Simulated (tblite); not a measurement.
Record of a relaxation.

Species: C6H9ClSi.
Numbering: `[CH:1]#[C:2][CH2:3]/[C:4]([Cl:5])=[C:6](/[CH3:7])[SiH3:8]` (hydrogens: H9 on C1; H10, H11 on C3; H12, H13, H14 on C7; H15, H16, H17 on Si8)

Computed with GFN2-xTB (tblite), gas phase: L-BFGS steps from a force-field or distance-geometry start until the largest atomic force falls under 0.01 eV/Å. 12 of its 87 geometries are shown.

Step 0: E = -642.7333 eV, largest atomic force 1.643 eV/Å
```
atom  x, y, z in Å  |  force x, y, z in eV/Å
C1      3.292   -0.172    0.909   -1.057  -0.345  -0.889
C2      2.407   -0.509    0.149    1.207   0.315   1.069
C3      1.354   -0.944   -0.757   -0.560   0.361   0.092
C4      0.321    0.172   -0.948   -1.198  -0.285   0.858
Cl5     0.757    1.250   -2.234    0.066   0.144  -0.105
C6     -0.837    0.346   -0.253    1.083   0.093  -0.725
C7     -1.825    1.466   -0.499    0.114   0.130   0.154
Si8    -1.363   -0.760    1.177   -0.046  -0.432   0.379
H9      4.061    0.139    1.576   -0.425  -0.159  -0.384
H10     1.774   -1.218   -1.726    0.187   0.243  -0.119
H11     0.880   -1.863   -0.391   -0.058   0.249   0.288
H12    -1.542    2.137   -1.301    0.264   0.012  -0.138
H13    -1.948    2.084    0.412    0.056  -0.433  -0.380
H14    -2.802    1.054   -0.770    0.153  -0.029   0.195
H15    -2.748   -0.397    1.601    0.468  -0.108  -0.170
H16    -0.438   -0.600    2.324   -0.209  -0.030  -0.261
H17    -1.350   -2.174    0.719   -0.044   0.276   0.135
```

Step 8: E = -642.8661 eV, largest atomic force 0.181 eV/Å
```
atom  x, y, z in Å  |  force x, y, z in eV/Å
C1      3.258   -0.171    0.887   -0.072   0.004  -0.032
C2      2.377   -0.514    0.153    0.032   0.126   0.126
C3      1.315   -0.921   -0.746    0.012  -0.015   0.017
C4      0.292    0.166   -0.938   -0.034   0.024   0.038
Cl5     0.755    1.256   -2.225    0.017   0.088  -0.065
C6     -0.829    0.347   -0.247    0.041  -0.014  -0.073
C7     -1.798    1.461   -0.513   -0.031   0.016   0.037
Si8    -1.343   -0.781    1.178    0.005  -0.077   0.053
H9      4.026    0.122    1.537    0.038   0.011   0.011
H10     1.775   -1.156   -1.710   -0.071  -0.076  -0.034
H11     0.856   -1.822   -0.334   -0.109  -0.009  -0.039
H12    -1.487    2.123   -1.319    0.036  -0.091   0.037
H13    -1.929    2.048    0.395    0.050   0.081   0.006
H14    -2.774    1.040   -0.753    0.014   0.010  -0.092
H15    -2.700   -0.407    1.580   -0.004   0.004  -0.013
H16    -0.443   -0.604    2.314    0.064  -0.020   0.020
H17    -1.358   -2.175    0.732    0.012  -0.060   0.003
```

Step 16: E = -642.8784 eV, largest atomic force 0.063 eV/Å
```
atom  x, y, z in Å  |  force x, y, z in eV/Å
C1      3.245   -0.158    0.891   -0.036  -0.003  -0.023
C2      2.356   -0.497    0.166    0.035   0.006   0.013
C3      1.300   -0.912   -0.741    0.027  -0.054   0.010
C4      0.286    0.177   -0.943    0.011  -0.011   0.040
Cl5     0.755    1.275   -2.224    0.001   0.028  -0.010
C6     -0.831    0.340   -0.244    0.001   0.022  -0.055
C7     -1.791    1.458   -0.511   -0.028   0.044  -0.010
Si8    -1.329   -0.801    1.181   -0.002  -0.002  -0.007
H9      4.025    0.128    1.532   -0.027   0.017  -0.004
H10     1.753   -1.173   -1.702    0.019  -0.002  -0.021
H11     0.816   -1.802   -0.335   -0.031  -0.026   0.048
H12    -1.455    2.100   -1.320    0.004   0.008  -0.008
H13    -1.914    2.062    0.387   -0.007   0.021   0.012
H14    -2.767    1.050   -0.771   -0.012   0.013  -0.003
H15    -2.685   -0.413    1.573   -0.006  -0.013   0.019
H16    -0.419   -0.622    2.310    0.034  -0.029  -0.004
H17    -1.352   -2.199    0.741    0.016  -0.018   0.005
```

Step 23: E = -642.8818 eV, largest atomic force 0.065 eV/Å
```
atom  x, y, z in Å  |  force x, y, z in eV/Å
C1      3.233   -0.149    0.891   -0.014  -0.003  -0.012
C2      2.352   -0.505    0.164    0.002   0.024   0.022
C3      1.293   -0.922   -0.737   -0.001   0.017   0.012
C4      0.286    0.178   -0.940   -0.008  -0.012  -0.013
Cl5     0.761    1.286   -2.216    0.015  -0.047   0.043
C6     -0.837    0.341   -0.250    0.017   0.036  -0.027
C7     -1.791    1.468   -0.516   -0.006   0.007  -0.002
Si8    -1.323   -0.808    1.176    0.012   0.011  -0.026
H9      4.010    0.147    1.531   -0.016   0.012  -0.003
H10     1.746   -1.190   -1.696   -0.041  -0.013   0.006
H11     0.798   -1.801   -0.317    0.020   0.002  -0.020
H12    -1.448    2.107   -1.326   -0.002  -0.007   0.015
H13    -1.912    2.076    0.380    0.017  -0.011  -0.001
H14    -2.770    1.071   -0.778    0.006  -0.006   0.004
H15    -2.675   -0.428    1.583   -0.021   0.003   0.025
H16    -0.393   -0.649    2.293    0.028   0.010   0.011
H17    -1.339   -2.210    0.748   -0.009  -0.023  -0.034
```

Step 31: E = -642.8842 eV, largest atomic force 0.041 eV/Å
```
atom  x, y, z in Å  |  force x, y, z in eV/Å
C1      3.221   -0.137    0.890   -0.019   0.011  -0.004
C2      2.342   -0.500    0.164    0.015  -0.018   0.003
C3      1.283   -0.930   -0.731    0.001   0.003   0.003
C4      0.283    0.173   -0.938    0.007   0.001  -0.018
Cl5     0.786    1.278   -2.202   -0.015   0.002   0.004
C6     -0.842    0.344   -0.254    0.017  -0.004  -0.018
C7     -1.789    1.477   -0.519    0.006  -0.017   0.019
Si8    -1.317   -0.815    1.169    0.001   0.006  -0.010
H9      3.990    0.174    1.532   -0.008   0.007  -0.008
H10     1.724   -1.208   -1.692    0.014  -0.004   0.014
H11     0.792   -1.807   -0.303    0.000   0.005   0.005
H12    -1.443    2.116   -1.329   -0.008  -0.029   0.028
H13    -1.902    2.082    0.379    0.001   0.008  -0.007
H14    -2.771    1.082   -0.778    0.009   0.014  -0.002
H15    -2.662   -0.441    1.604   -0.011   0.011   0.012
H16    -0.365   -0.663    2.270    0.008   0.004   0.003
H17    -1.338   -2.214    0.729   -0.019   0.000  -0.024
```

Step 39: E = -642.8855 eV, largest atomic force 0.027 eV/Å
```
atom  x, y, z in Å  |  force x, y, z in eV/Å
C1      3.207   -0.119    0.891    0.009   0.000   0.002
C2      2.339   -0.505    0.165    0.000   0.022  -0.007
C3      1.281   -0.938   -0.729   -0.017   0.002   0.000
C4      0.283    0.167   -0.941    0.007   0.019  -0.002
Cl5     0.792    1.278   -2.198   -0.012  -0.015   0.002
C6     -0.841    0.342   -0.256    0.001  -0.005  -0.011
C7     -1.785    1.478   -0.515    0.018  -0.008   0.000
Si8    -1.316   -0.819    1.164    0.001   0.002  -0.007
H9      3.976    0.199    1.530    0.007   0.014   0.011
H10     1.724   -1.226   -1.686    0.003   0.005   0.000
H11     0.787   -1.808   -0.293   -0.009  -0.021  -0.004
H12    -1.436    2.113   -1.326   -0.013   0.003   0.006
H13    -1.892    2.084    0.384    0.000  -0.010  -0.014
H14    -2.770    1.089   -0.773    0.022   0.009   0.012
H15    -2.652   -0.440    1.623   -0.001   0.012   0.001
H16    -0.348   -0.672    2.251   -0.003  -0.027   0.002
H17    -1.356   -2.210    0.698   -0.015   0.000   0.010
```

Step 47: E = -642.8878 eV, largest atomic force 0.062 eV/Å
```
atom  x, y, z in Å  |  force x, y, z in eV/Å
C1      3.192   -0.086    0.892   -0.004   0.018   0.006
C2      2.332   -0.495    0.169    0.001  -0.017   0.008
C3      1.283   -0.950   -0.722   -0.041   0.016  -0.043
C4      0.289    0.155   -0.947   -0.030   0.051  -0.013
Cl5     0.790    1.264   -2.208    0.026  -0.045   0.006
C6     -0.832    0.335   -0.261   -0.024   0.018   0.016
C7     -1.768    1.479   -0.511   -0.016   0.000   0.009
Si8    -1.320   -0.828    1.153    0.006  -0.016   0.006
H9      3.947    0.264    1.529    0.034   0.005   0.022
H10     1.729   -1.249   -1.673    0.031  -0.004  -0.045
H11     0.779   -1.814   -0.284    0.027  -0.015   0.030
H12    -1.431    2.118   -1.323    0.014  -0.025   0.011
H13    -1.859    2.081    0.393   -0.006   0.008  -0.010
H14    -2.759    1.097   -0.755   -0.011   0.011   0.000
H15    -2.630   -0.411    1.654    0.006   0.018  -0.009
H16    -0.324   -0.742    2.222   -0.001  -0.019   0.002
H17    -1.425   -2.207    0.663   -0.011  -0.004   0.003
```

Step 55: E = -642.8906 eV, largest atomic force 0.028 eV/Å
```
atom  x, y, z in Å  |  force x, y, z in eV/Å
C1      3.172   -0.039    0.893    0.003   0.000   0.002
C2      2.327   -0.482    0.173    0.022   0.002  -0.008
C3      1.286   -0.958   -0.720   -0.006  -0.001   0.007
C4      0.289    0.143   -0.952   -0.014  -0.011  -0.022
Cl5     0.796    1.232   -2.226   -0.010   0.013   0.008
C6     -0.829    0.329   -0.260    0.006   0.002   0.016
C7     -1.757    1.480   -0.501   -0.002   0.001  -0.007
Si8    -1.325   -0.842    1.143   -0.004  -0.011   0.017
H9      3.920    0.330    1.529    0.008  -0.003   0.008
H10     1.741   -1.262   -1.667   -0.005   0.014   0.009
H11     0.794   -1.823   -0.271   -0.001  -0.013   0.003
H12    -1.418    2.111   -1.318    0.007   0.003  -0.016
H13    -1.831    2.087    0.400    0.004   0.005  -0.002
H14    -2.756    1.113   -0.733   -0.008  -0.005  -0.008
H15    -2.598   -0.362    1.682    0.007   0.000   0.007
H16    -0.303   -0.841    2.191   -0.006  -0.005  -0.010
H17    -1.514   -2.203    0.627    0.000   0.010  -0.005
```

Step 63: E = -642.8911 eV, largest atomic force 0.024 eV/Å
```
atom  x, y, z in Å  |  force x, y, z in eV/Å
C1      3.172   -0.033    0.895    0.001  -0.010  -0.006
C2      2.330   -0.477    0.171    0.001  -0.001   0.007
C3      1.288   -0.958   -0.718    0.002   0.005   0.000
C4      0.285    0.138   -0.950    0.011   0.013  -0.004
Cl5     0.788    1.231   -2.224    0.007   0.000  -0.003
C6     -0.830    0.328   -0.256    0.008  -0.008   0.004
C7     -1.757    1.481   -0.503    0.001  -0.003  -0.007
Si8    -1.328   -0.844    1.144   -0.005  -0.014   0.019
H9      3.921    0.333    1.532   -0.002  -0.001  -0.004
H10     1.740   -1.259   -1.667    0.001   0.002   0.003
H11     0.802   -1.826   -0.268   -0.002   0.008   0.002
H12    -1.415    2.106   -1.323   -0.002   0.006  -0.011
H13    -1.827    2.093    0.396   -0.008  -0.001  -0.004
H14    -2.756    1.114   -0.734   -0.007   0.001   0.005
H15    -2.592   -0.353    1.693    0.003  -0.004   0.009
H16    -0.300   -0.862    2.186   -0.003  -0.001  -0.009
H17    -1.530   -2.200    0.618   -0.005   0.008  -0.001
```

Step 70: E = -642.8915 eV, largest atomic force 0.021 eV/Å
```
atom  x, y, z in Å  |  force x, y, z in eV/Å
C1      3.175   -0.029    0.895    0.001   0.005   0.004
C2      2.332   -0.474    0.173   -0.001  -0.007  -0.002
C3      1.290   -0.956   -0.715    0.001   0.003   0.005
C4      0.286    0.140   -0.948    0.003  -0.012   0.005
Cl5     0.789    1.229   -2.224    0.004   0.002   0.004
C6     -0.829    0.328   -0.254   -0.008  -0.008  -0.010
C7     -1.756    1.479   -0.507   -0.003   0.006   0.005
Si8    -1.332   -0.848    1.145    0.008   0.013  -0.010
H9      3.920    0.344    1.532    0.007  -0.007  -0.003
H10     1.742   -1.258   -1.664   -0.004   0.001   0.010
H11     0.804   -1.824   -0.263    0.000   0.009  -0.006
H12    -1.414    2.099   -1.331   -0.006   0.002  -0.010
H13    -1.823    2.097    0.388   -0.004   0.014   0.015
H14    -2.757    1.115   -0.732   -0.004  -0.017  -0.003
H15    -2.582   -0.347    1.718    0.006   0.003  -0.004
H16    -0.293   -0.890    2.174    0.006  -0.003   0.000
H17    -1.559   -2.192    0.603   -0.006  -0.004  -0.001
```

Step 78: E = -642.8921 eV, largest atomic force 0.026 eV/Å
```
atom  x, y, z in Å  |  force x, y, z in eV/Å
C1      3.183   -0.025    0.898    0.012  -0.008   0.006
C2      2.337   -0.472    0.180   -0.019   0.006  -0.008
C3      1.292   -0.950   -0.707    0.002  -0.004   0.001
C4      0.289    0.145   -0.942    0.010  -0.015   0.006
Cl5     0.794    1.233   -2.219    0.001   0.010   0.005
C6     -0.831    0.330   -0.254    0.012   0.003   0.010
C7     -1.761    1.477   -0.513   -0.007  -0.010   0.003
Si8    -1.332   -0.850    1.143    0.001   0.021  -0.011
H9      3.935    0.341    1.531   -0.003  -0.002  -0.002
H10     1.744   -1.254   -1.656   -0.003   0.000   0.002
H11     0.803   -1.817   -0.256    0.005   0.004   0.004
H12    -1.429    2.088   -1.349    0.002  -0.007   0.000
H13    -1.828    2.106    0.373    0.003  -0.001   0.006
H14    -2.761    1.103   -0.729   -0.026  -0.002  -0.004
H15    -2.560   -0.335    1.746   -0.006   0.019  -0.005
H16    -0.279   -0.926    2.156    0.008  -0.004  -0.009
H17    -1.602   -2.181    0.587    0.008  -0.009  -0.003
```

Step 86: E = -642.8928 eV, largest atomic force 0.009 eV/Å
```
atom  x, y, z in Å  |  force x, y, z in eV/Å
C1      3.201   -0.041    0.901    0.003   0.002   0.001
C2      2.342   -0.469    0.187    0.003  -0.001  -0.003
C3      1.293   -0.941   -0.699    0.004  -0.001  -0.002
C4      0.291    0.156   -0.935    0.002  -0.004   0.002
Cl5     0.801    1.251   -2.204    0.001   0.002   0.004
C6     -0.834    0.334   -0.254   -0.001  -0.004  -0.002
C7     -1.776    1.469   -0.522   -0.002  -0.004  -0.002
Si8    -1.333   -0.846    1.142   -0.001  -0.003  -0.003
H9      3.961    0.316    1.530   -0.001   0.001   0.006
H10     1.745   -1.244   -1.648   -0.006   0.001  -0.007
H11     0.804   -1.808   -0.249   -0.003   0.006   0.002
H12    -1.453    2.071   -1.368   -0.001   0.001   0.005
H13    -1.843    2.109    0.357    0.005  -0.002  -0.004
H14    -2.773    1.083   -0.728   -0.004   0.002   0.001
H15    -2.547   -0.312    1.759    0.007   0.001  -0.001
H16    -0.266   -0.945    2.139   -0.004   0.003   0.001
H17    -1.621   -2.171    0.582   -0.003   0.002   0.004
```

Question: Summarise the path.

Answer: The energy falls by 3.68 kcal/mol from step 0 to step 86; nine tenths of that is first reached at step 14. It rises by more than 0.2 meV at step 1. The largest force goes from 1.643 to 0.009 eV/Å. Among the bonds C4=C6 changes most, from 1.361 to 1.327 Å; the atoms move by 0.175 Å rms after alignment.

Question: Follow the three bonds and two angles with the largest change from start to end.

Answer: 
```json
{"step": "0", "E above end (kcal/mol)": "3.68", "largest force (eV/Å)": "1.643", "C4=C6 (Å)": "1.361", "Si8–H15 (Å)": "1.493", "C3–C4 (Å)": "1.533", "H10–C3–H11 (°)": "104.6", "C7–C6–Si8 (°)": "112.1"}
{"step": "4", "E above end (kcal/mol)": "1.43", "largest force (eV/Å)": "0.343", "C4=C6 (Å)": "1.338", "Si8–H15 (Å)": "1.473", "C3–C4 (Å)": "1.516", "H10–C3–H11 (°)": "105.5", "C7–C6–Si8 (°)": "112.4"}
{"step": "7", "E above end (kcal/mol)": "0.70", "largest force (eV/Å)": "0.153", "C4=C6 (Å)": "1.328", "Si8–H15 (Å)": "1.461", "C3–C4 (Å)": "1.508", "H10–C3–H11 (°)": "108.8", "C7–C6–Si8 (°)": "113.6"}
{"step": "11", "E above end (kcal/mol)": "0.44", "largest force (eV/Å)": "0.107", "C4=C6 (Å)": "1.327", "Si8–H15 (Å)": "1.468", "C3–C4 (Å)": "1.505", "H10–C3–H11 (°)": "109.6", "C7–C6–Si8 (°)": "113.8"}
{"step": "15", "E above end (kcal/mol)": "0.35", "largest force (eV/Å)": "0.069", "C4=C6 (Å)": "1.327", "Si8–H15 (Å)": "1.463", "C3–C4 (Å)": "1.502", "H10–C3–H11 (°)": "108.6", "C7–C6–Si8 (°)": "114.4"}
{"step": "19", "E above end (kcal/mol)": "0.29", "largest force (eV/Å)": "0.059", "C4=C6 (Å)": "1.328", "Si8–H15 (Å)": "1.466", "C3–C4 (Å)": "1.503", "H10–C3–H11 (°)": "108.6", "C7–C6–Si8 (°)": "114.8"}
{"step": "22", "E above end (kcal/mol)": "0.26", "largest force (eV/Å)": "0.067", "C4=C6 (Å)": "1.328", "Si8–H15 (Å)": "1.463", "C3–C4 (Å)": "1.505", "H10–C3–H11 (°)": "109.0", "C7–C6–Si8 (°)": "115.1"}
{"step": "26", "E above end (kcal/mol)": "0.23", "largest force (eV/Å)": "0.039", "C4=C6 (Å)": "1.328", "Si8–H15 (Å)": "1.464", "C3–C4 (Å)": "1.503", "H10–C3–H11 (°)": "108.9", "C7–C6–Si8 (°)": "115.5"}
{"step": "30", "E above end (kcal/mol)": "0.20", "largest force (eV/Å)": "0.033", "C4=C6 (Å)": "1.327", "Si8–H15 (Å)": "1.463", "C3–C4 (Å)": "1.503", "H10–C3–H11 (°)": "108.7", "C7–C6–Si8 (°)": "115.8"}
{"step": "34", "E above end (kcal/mol)": "0.18", "largest force (eV/Å)": "0.036", "C4=C6 (Å)": "1.327", "Si8–H15 (Å)": "1.463", "C3–C4 (Å)": "1.503", "H10–C3–H11 (°)": "108.8", "C7–C6–Si8 (°)": "115.9"}
{"step": "37", "E above end (kcal/mol)": "0.17", "largest force (eV/Å)": "0.025", "C4=C6 (Å)": "1.327", "Si8–H15 (Å)": "1.463", "C3–C4 (Å)": "1.503", "H10–C3–H11 (°)": "108.8", "C7–C6–Si8 (°)": "115.8"}
{"step": "41", "E above end (kcal/mol)": "0.16", "largest force (eV/Å)": "0.038", "C4=C6 (Å)": "1.328", "Si8–H15 (Å)": "1.463", "C3–C4 (Å)": "1.504", "H10–C3–H11 (°)": "108.8", "C7–C6–Si8 (°)": "115.9"}
{"step": "45", "E above end (kcal/mol)": "0.13", "largest force (eV/Å)": "0.048", "C4=C6 (Å)": "1.327", "Si8–H15 (Å)": "1.464", "C3–C4 (Å)": "1.503", "H10–C3–H11 (°)": "108.7", "C7–C6–Si8 (°)": "115.7"}
{"step": "49", "E above end (kcal/mol)": "0.08", "largest force (eV/Å)": "0.079", "C4=C6 (Å)": "1.327", "Si8–H15 (Å)": "1.463", "C3–C4 (Å)": "1.503", "H10–C3–H11 (°)": "108.9", "C7–C6–Si8 (°)": "115.5"}
{"step": "52", "E above end (kcal/mol)": "0.06", "largest force (eV/Å)": "0.032", "C4=C6 (Å)": "1.327", "Si8–H15 (Å)": "1.464", "C3–C4 (Å)": "1.504", "H10–C3–H11 (°)": "109.0", "C7–C6–Si8 (°)": "115.5"}
{"step": "56", "E above end (kcal/mol)": "0.05", "largest force (eV/Å)": "0.030", "C4=C6 (Å)": "1.327", "Si8–H15 (Å)": "1.463", "C3–C4 (Å)": "1.503", "H10–C3–H11 (°)": "108.8", "C7–C6–Si8 (°)": "115.6"}
{"step": "60", "E above end (kcal/mol)": "0.04", "largest force (eV/Å)": "0.016", "C4=C6 (Å)": "1.327", "Si8–H15 (Å)": "1.463", "C3–C4 (Å)": "1.504", "H10–C3–H11 (°)": "108.8", "C7–C6–Si8 (°)": "115.8"}
{"step": "64", "E above end (kcal/mol)": "0.04", "largest force (eV/Å)": "0.026", "C4=C6 (Å)": "1.327", "Si8–H15 (Å)": "1.464", "C3–C4 (Å)": "1.503", "H10–C3–H11 (°)": "108.8", "C7–C6–Si8 (°)": "115.9"}
{"step": "67", "E above end (kcal/mol)": "0.03", "largest force (eV/Å)": "0.014", "C4=C6 (Å)": "1.327", "Si8–H15 (Å)": "1.464", "C3–C4 (Å)": "1.503", "H10–C3–H11 (°)": "108.9", "C7–C6–Si8 (°)": "115.9"}
{"step": "71", "E above end (kcal/mol)": "0.03", "largest force (eV/Å)": "0.024", "C4=C6 (Å)": "1.327", "Si8–H15 (Å)": "1.464", "C3–C4 (Å)": "1.504", "H10–C3–H11 (°)": "108.9", "C7–C6–Si8 (°)": "115.9"}
{"step": "75", "E above end (kcal/mol)": "0.02", "largest force (eV/Å)": "0.021", "C4=C6 (Å)": "1.327", "Si8–H15 (Å)": "1.463", "C3–C4 (Å)": "1.503", "H10–C3–H11 (°)": "108.8", "C7–C6–Si8 (°)": "116.0"}
{"step": "79", "E above end (kcal/mol)": "0.01", "largest force (eV/Å)": "0.032", "C4=C6 (Å)": "1.327", "Si8–H15 (Å)": "1.463", "C3–C4 (Å)": "1.504", "H10–C3–H11 (°)": "108.9", "C7–C6–Si8 (°)": "116.1"}
{"step": "82", "E above end (kcal/mol)": "0.00", "largest force (eV/Å)": "0.023", "C4=C6 (Å)": "1.327", "Si8–H15 (Å)": "1.463", "C3–C4 (Å)": "1.503", "H10–C3–H11 (°)": "108.9", "C7–C6–Si8 (°)": "116.0"}
{"step": "86", "E above end (kcal/mol)": "0.00", "largest force (eV/Å)": "0.009", "C4=C6 (Å)": "1.327", "Si8–H15 (Å)": "1.463", "C3–C4 (Å)": "1.504", "H10–C3–H11 (°)": "108.8", "C7–C6–Si8 (°)": "116.0"}
```

What follows is the cost of the whole relaxation. Hardware: Arm Neoverse N1, one thread, no GPU, shared host with 64 logical CPUs at a one-minute load of 57. Cost: 1.1 s wall.
